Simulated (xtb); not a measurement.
GeHCl₃, SMILES [Cl][GeH]([Cl])[Cl]. All values are semi-empirical tight-binding results from xtb (GFN2-xTB unless named), good for trends rather than for accurate numbers. Geometry optimised at GFN2-xTB. The isomer is the one that the SMILES or the coordinates give; other isomers of the formula were not compared.

Optimised geometry:

Bond lengths (Å): Ge1–Cl2 2.111, Ge1–Cl3 2.111, Ge1–Cl4 2.111, Ge1–H5 1.523. Angles (°): Cl2–Ge1–Cl3 109.1, Cl2–Ge1–Cl4 109.1, Cl2–Ge1–H5 109.9, Cl3–Ge1–Cl4 109.1, Cl3–Ge1–H5 109.9, Cl4–Ge1–H5 109.9.
Charge 0, spin multiplicity 1.

For metal compounds this method's bond lengths and energies can be far off.

Computed properties:
```yaml
point_group_as_xtb_finds_it: C3v
orbital_gap: 6.37 eV
zero_point_energy: 6.3 kcal/mol
G − E(el) at 298.15 K (modified RRHO): -13.2 kcal/mol
```

Q: Give the atomic charges and the Wiberg bond orders between heavy atoms. (Estimate from the structure and the level; the computed values follow.)

A: charges (e) Ge1 0.29, Cl2 -0.11, Cl3 -0.11, Cl4 -0.11, H5 0.05. Bond orders Ge1–Cl2 1.16, Ge1–Cl3 1.16, Ge1–Cl4 1.16.
